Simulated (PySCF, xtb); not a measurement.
Ga(Br)2(NH2) (Br₂GaH₂N), SMILES [Ga]([NH2])([Br])[Br].

GFN2-xTB (xtb) at its own geometry gives an orbital gap of 3.55 eV and a dipole moment of 4.41 D.

Geometry optimised at r2SCAN-D4/def2-SVP. The structure was generated by enumeration; whether it is a known compound was not checked. Other conformers were not sampled.

Task: What does B3LYP/def2-TZVP (PySCF) give? (Estimate from the structure and the level; the computed values follow.)

Result: gap 6.10 eV (levels -7.71 and -1.61 eV), dipole 2.44 D.
